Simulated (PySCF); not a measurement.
Orbital picture of NaTe⁻

M06-2X at R = 2.733 Å; PySCF, scalar-relativistic core potentials, basis sets Na aug-cc-pVDZ, Te aug-cc-pVDZ-PP with ECP28. State: ¹Σ⁺ (singlet), closed shell. Only the outer orbitals are listed, counted within each symmetry, core potentials removing the inner ones.

```json
{"orbital": "3π", "occ.": "2", "ε (eV)": "-30.83", "on Na (%)": "100", "main shells (%)": "100 Na p"}
{"orbital": "3π", "occ.": "2", "ε (eV)": "-30.83", "on Na (%)": "100", "main shells (%)": "100 Na p"}
{"orbital": "6σ", "occ.": "2", "ε (eV)": "-30.83", "on Na (%)": "100", "main shells (%)": "100 Na p"}
{"orbital": "7σ", "occ.": "2", "ε (eV)": "-10.84", "on Na (%)": "4", "main shells (%)": "96 Te s"}
{"orbital": "8σ", "occ.": "2", "ε (eV)": "-1.33", "on Na (%)": "28", "main shells (%)": "72 Te p, 26 Na s"}
{"orbital": "4π", "occ.": "2", "ε (eV)": "-0.75", "on Na (%)": "6", "main shells (%)": "94 Te p"}
{"orbital": "4π", "occ.": "2", "ε (eV)": "-0.75", "on Na (%)": "6", "main shells (%)": "94 Te p"}
{"orbital": "9σ", "occ.": "0", "ε (eV)": "1.41", "on Na (%)": "98", "main shells (%)": "59 Na p, 39 Na s"}
{"orbital": "5π", "occ.": "0", "ε (eV)": "1.73", "on Na (%)": "102", "main shells (%)": "102 Na p"}
{"orbital": "5π", "occ.": "0", "ε (eV)": "1.73", "on Na (%)": "102", "main shells (%)": "102 Na p"}
```

Problem. Which are the highest filled and the lowest empty level, where do they sit, and how wide is the gap?

Solution. Highest filled 4π at -0.75 eV (in %: 94 Te p); lowest empty 9σ at 1.41 eV (in %: 59 Na p, 39 Na s); the gap at M06-2X is 2.16 eV. An empty level above zero is unbound, and its energy depends on the basis.

The bond order (Mayer) is 1.37 and the ⟨S²⟩ is 0.000. The charge on Na (Mulliken, basis-dependent) is 0.12. The charge on Na (Löwdin, basis-dependent) is -0.08 and the dipole moment (positive dipole points towards Te; it is taken about the centre of mass and depends on that origin) is -5.32 D.

Shares are Mulliken populations and can fall outside 0 to 100 %.

Spin–orbit coupling is left out.
